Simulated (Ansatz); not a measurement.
Saddle search on AlH6O3F, closed shell by partitioned rational-function steps on PBE0-D4/def2-TZVP gradients (Ansatz 0.2.0), from this start:

```csv
atom,x (Å),y (Å),z (Å)
Al1,-0.3805,-0.1709,-0.0353
H2,-0.0962,-1.5264,-1.0103
O3,-0.6361,1.1440,-1.1523
O4,-1.3996,-0.6212,1.2653
H5,1.6224,0.9766,0.9295
O6,0.6843,1.2089,0.8973
H7,1.0225,-1.5015,-0.4998
F8,1.6774,-1.0531,0.1391
H9,-1.1209,1.0650,-1.9745
H10,-1.9339,-1.4158,1.2300
H11,0.5607,1.8945,0.2110
```

```csv
step,energy less the last (meV),largest force (eV/Å),curvature followed (eV/Å²)
1,25.2,0.297,-1.72
2,10.6,0.337,-1.85
3,4.8,0.170,-2.13
4,5.5,0.451,-2.23
5,7.5,0.451,-2.13
6,5.1,0.352,-2.05
7,1.7,0.186,-2.04
8,1.1,0.249,-2.06
9,0.8,0.139,-2.66
10,0.3,0.028,-2.65
11,0.2,0.098,-2.77
12,0.1,0.129,-2.58
13,0.3,0.096,-2.72
14,0.1,0.039,-2.91
15,0.1,0.029,-3.00
16,0.1,0.030,-3.01
17,0.0,0.019,-2.99
18,0.0,0.028,-3.02
19,0.0,0.007,-2.98
```

The search ended at:

```xyz
11
angstrom
Al -0.3946 -0.1177 -0.0509
H -0.1014 -1.5117 -1.0027
O -0.6882 1.1297 -1.2029
O -1.3816 -0.6038 1.2454
H 1.5716 0.9116 1.0386
O 0.6696 1.2228 0.8929
H 0.9230 -1.4719 -0.5204
F 1.6549 -1.0435 0.1213
H -1.1263 0.9782 -2.0367
H -1.8168 -1.4532 1.2511
H 0.6899 1.9595 0.2642
```
